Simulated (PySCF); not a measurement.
**Dipole moment and polarisability of `C#C[Si@@](F)(C[SiH3])N=C`**

C4H8FNSi2.
Geometry (GFN2-xTB, Å), atoms numbered from 1 in this order:
```
atom  x, y, z in Å
C1     1.3571    2.5052    1.2277
C2     0.9849    1.4259    0.8553
Si3    0.4256   -0.2391    0.2862
F4    -0.1236   -1.0174    1.6084
C5    -0.9646   -0.2118   -0.9895
Si6   -2.5889    0.5440   -0.3544
N7     1.8253   -0.9595   -0.4131
C8     2.5110   -1.9665   -0.1440
H9     1.6823    3.4509    1.5542
H10   -0.6229    0.3463   -1.8596
H11   -1.1594   -1.2272   -1.3356
H12   -2.3354    1.8969    0.1449
H13   -3.1538   -0.2873    0.7085
H14   -3.5321    0.6008   -1.4771
H15    2.3181   -2.6470    0.6901
H16    3.3687   -2.2054   -0.7686
```

Level: CAM-B3LYP/def2-SVPD (PySCF), static field, nuclei fixed, core orbitals frozen in the response. The polarisability tensor in these axes (au):

```
x   111.85  -8.71   4.38
y    -8.71 111.34   7.31
z     4.38   7.31  84.83
```

Task: Diagonalise the tensor; give its mean and Δα, where Δα² is half the sum of the squared differences of the eigenvalues.

Result: Principal values 81.51, 106.08 and 120.43 au; mean 102.67 au = 15.21 Å³ = 16.93 × 10⁻⁴⁰ C²·m²/J; Δα = 34.09 au (33 % of the mean).

Task: What is the dipole moment, and where does it point?

Result: (1.02, -0.40, -0.88) D, 1.40 D in size, pointing from the negative to the positive side. Measured along this direction, the outermost atoms are H13 at the negative end and H16 at the positive end.

Task: Directions of the eigenvectors, and the extent of the frame along each?

Result: Largest value along (-0.70, 0.72, 0.06), where the nuclei span 6.96 Å; middle along (0.68, 0.63, 0.36), 6.47 Å; least along (-0.22, -0.29, 0.93), 3.52 Å. The response follows the extents in order.

Task: Refractivity n − 1 of an ideal gas of it at 350 K and 1 atm, from the electronic α?

Result: N = p/kT = 2.0968 × 10¹⁹ cm⁻³, so n − 1 = 2π × N × 15.21 × 10⁻²⁴ cm³ = 2005 × 10⁻⁶ at long wavelengths.

Task: How large is μ²/3kT at 273 K beside α?

Result: In Gaussian units μ²/3kT = 17.40 Å³ against 15.21 Å³, a ratio of 1.14; the Debye molar polarisation (4π/3)N_A(α + μ²/3kT) is 82.3 cm³/mol, leaving out the vibrational part.

One conformer (not necessarily the lowest) at the GFN2-xTB geometry, without solvent, vibrations or thermal averaging.

These values come from a run that also computed excited states. On an Arm Neoverse V1 with one thread, shared host with 32 logical CPUs at a one-minute load of 26, this took 2.9 min of wall time (grids of density and orbitals included) and 1.0 GiB of memory at its peak.
